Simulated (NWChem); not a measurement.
System: silanone (SiH2O); SMILES [SiH2]=O

Output (shortened):

```
             Northwest Computational Chemistry Package (NWChem) 7.3.0
             --------------------------------------------------------

                             Geometry "geometry" -> ""
                             -------------------------

 Output coordinates in angstroms (scale by  1.889725989 to convert to a.u.)

  No.       Tag          Charge          X              Y              Z
 ---- ---------------- ---------- -------------- -------------- --------------
    1 Si                  14.0000     0.00000000     0.00000000    -0.43695200
    2 O                    8.0000     0.00000000     0.00000000     1.09509500
    3 H                    1.0000     0.00000000    -1.23535100    -1.27340200
    4 H                    1.0000     0.00000000     1.23535100    -1.27340200

 Effective nuclear repulsion energy (a.u.)      52.0007935892

                                 NWChem DFT Module
                                 -----------------

 Summary of "ao basis" -> "ao basis" (spherical)
 ------------------------------------------------------------------------------
       Tag                 Description            Shells   Functions and Types
 ---------------- ------------------------------  ------  ---------------------
 Si                        6-311++g**               14       30   7s6p1d
 O                         6-311++g**               10       22   5s4p1d
 H                         6-311++g**                5        7   4s1p

 in cosmo_initialize ...
 calling solv_data for solv:h2o

 solvent parameters
 solvname_short: h2o
 solvname_long:  water
 dielec:       78.4000
 dielecinf:     1.7769
 aqueous SMD model solvent descriptors
 dielec:       78.4000
 sola:          0.8200

          ---------------
          -cosmo- solvent
          ---------------
 Cosmo: York-Karplus, doi: 10.1021/jp992097l
 dielectric constant -eps-     =  78.40
 screen = (eps-1)/(eps    )    =   0.98724
 surface charge correction     = lagrangian

   van der Waals surface
 --------------------------

[...]

                                COSMO-SMD solvation results
                                ---------------------------

             internal energy in gas <Psi(g)|H|Psi(g)> =      -365.718207757259
         internal energy in solvent <Psi(s)|H|Psi(s)> =      -365.712303903325
                               delta internal energy  =         0.005903853934 (    3.70 kcal/mol)
   total free energy in solvent <Psi(s)|H+V/2|Psi(s)> =      -365.735904756511
 polarization energy contribution <Psi(s)|V/2|Psi(s)> =        -0.023600853186 (  -14.81 kcal/mol)
    total free energy in solvent including G(SMD-CDS) =      -365.734174210564
                       G(SMD-CDS) energy contribution =         0.001730545947 (    1.09 kcal/mol)
     1 M fixed-concentration free energy of solvation =        -0.015966453305 (  -10.02 kcal/mol)

                       DFT Final Molecular Orbital Analysis
                       ------------------------------------

 Vector   10  Occ=2.000000D+00  E=-3.970652D-01
              MO Center=  3.9D-10, -4.2D-09,  7.2D-01, r^2= 1.8D+00
   Bfn.  Coefficient  Atom+Function         Bfn.  Coefficient  Atom+Function
  ----- ------------  ---------------      ----- ------------  ---------------
    39      0.362126  2 O  pz                43      0.267106  2 O  pz
    35      0.245790  2 O  pz                18     -0.221914  1 Si pz
    40      0.217545  2 O  s                 15     -0.167745  1 Si pz
    36      0.131049  2 O  s                 12      0.119437  1 Si pz
    54      0.099013  3 H  s                 61      0.099013  4 H  s

 Vector   11  Occ=2.000000D+00  E=-3.575971D-01
              MO Center=  8.0D-10, -2.6D-10,  8.4D-01, r^2= 1.1D+00
   Bfn.  Coefficient  Atom+Function         Bfn.  Coefficient  Atom+Function
  ----- ------------  ---------------      ----- ------------  ---------------
    37      0.376174  2 O  px                41      0.358662  2 O  px
    33      0.253852  2 O  px                16      0.214238  1 Si px
    13      0.105632  1 Si px                10     -0.083501  1 Si px
    45      0.081692  2 O  px                29     -0.077259  1 Si d  1
     7     -0.046828  1 Si px                19      0.026585  1 Si px

 Vector   12  Occ=2.000000D+00  E=-3.205990D-01
              MO Center= -7.2D-11, -5.5D-09,  4.1D-01, r^2= 2.2D+00
   Bfn.  Coefficient  Atom+Function         Bfn.  Coefficient  Atom+Function
  ----- ------------  ---------------      ----- ------------  ---------------
    42      0.366528  2 O  py                38      0.362448  2 O  py
    34      0.247282  2 O  py                55      0.175980  3 H  s
    62     -0.175980  4 H  s                 54      0.160875  3 H  s
    61     -0.160875  4 H  s                 27      0.133188  1 Si d -1
    53      0.087997  3 H  s                 60     -0.087997  4 H  s

 Vector   13  Occ=0.000000D+00  E=-8.075179D-02
              MO Center= -2.9D-10,  2.6D-11, -4.6D-01, r^2= 3.0D+00
   Bfn.  Coefficient  Atom+Function         Bfn.  Coefficient  Atom+Function
  ----- ------------  ---------------      ----- ------------  ---------------
    16      0.515599  1 Si px                19      0.488222  1 Si px
    45     -0.241339  2 O  px                41     -0.228828  2 O  px
    37     -0.195308  2 O  px                13      0.174716  1 Si px
    10     -0.140935  1 Si px                33     -0.132115  2 O  px
    23      0.093010  1 Si px                29      0.083865  1 Si d  1

[...]
```

Level: PBE0/6-311++G** (spherical d), SMD on the gas-phase geometry. Geometry: optimised at PBE0/def2-SVP. Solvent: water.

Problem. Which NWChem input produces such a log?

Solution. One answer among several that fit: the input that was run:
```
start job
memory heap 200 mb stack 900 mb global 1100 mb
geometry units angstroms noautosym nocenter noautoz
  Si     0.000000     0.000000    -0.436952
  O      0.000000     0.000000     1.095095
  H      0.000000    -1.235351    -1.273402
  H      0.000000     1.235351    -1.273402
end
basis spherical
  * library 6-311++g**
end
dft
  xc pbe0
  iterations 150
end
cosmo
  do_cosmo_smd true
  solvent water
end
task dft energy
```
